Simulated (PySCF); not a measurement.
2,2-difluoro-1-silylethanone (C2H4F2OSi), SMILES O=C([SiH3])C(F)F. Atoms are numbered in the order given.

```xyz
10

O     -0.3838     0.5466     1.8273
C     -0.0946     0.2199     0.7003
Si     1.7390     0.3539     0.0506
C     -1.1741    -0.3083    -0.2558
F     -1.1858     0.4857    -1.3569
F     -0.8199    -1.5607    -0.6409
H      2.5731    -0.4495     0.9834
H      1.8818    -0.1401    -1.3432
H      2.1088     1.7920     0.1386
H     -2.1751    -0.3250     0.2083
```
Charge 0, spin multiplicity 1.

Geometry optimised at B3LYP-D3(BJ)/def2-SVP. One conformer was computed; it need not be the lowest.

The numbers are results of PBE/def2-TZVP run with PySCF, not measurements.

ESP charges are fitted to the potential on shells at 1.4 to 2.0 van der Waals radii. Atomic charges (e):

```json
[
 {"atom": "O1", "Löwdin": "(withheld)", "IAO": "-0.33", "ESP fit": "-0.37"},
 {"atom": "C2", "Löwdin": "(withheld)", "IAO": "0.12", "ESP fit": "0.35"},
 {"atom": "Si3", "Löwdin": "0.28", "IAO": "0.48", "ESP fit": "0.09"},
 {"atom": "C4", "Löwdin": "-0.49", "IAO": "0.38", "ESP fit": "0.21"},
 {"atom": "F5", "Löwdin": "0.18", "IAO": "-0.27", "ESP fit": "-0.17"},
 {"atom": "F6", "Löwdin": "0.18", "IAO": "-0.27", "ESP fit": "-0.17"},
 {"atom": "H7", "Löwdin": "(withheld)", "IAO": "-0.08", "ESP fit": "-0.01"},
 {"atom": "H8", "Löwdin": "(withheld)", "IAO": "-0.09", "ESP fit": "-0.02"},
 {"atom": "H9", "Löwdin": "(withheld)", "IAO": "-0.08", "ESP fit": "-0.01"},
 {"atom": "H10", "Löwdin": "0.13", "IAO": "0.16", "ESP fit": "0.10"}
]
```

Question: What belongs in the gaps? (Estimate from the structure and the level; the computed values follow.)

Answer: 
- O1, Löwdin: 0.19
- C2, Löwdin: -0.42
- H7, Löwdin: -0.02
- H8, Löwdin: -0.02
- H9, Löwdin: -0.02

Question: Give the Mayer and Wiberg (Löwdin basis) orders of the bonds. (The exact figures need the calculation; the answer reports its results.)

Answer: 
```csv
bond,Mayer,Wiberg
O1–C2,2.06,2.73
C2–Si3,0.92,1.04
C2–C4,0.87,1.16
C4–F5,1.10,1.75
C4–F6,1.10,1.75
Si3–H7,0.94,0.95
Si3–H8,0.93,0.95
Si3–H9,0.94,0.95
C4–H10,0.96,0.86
```
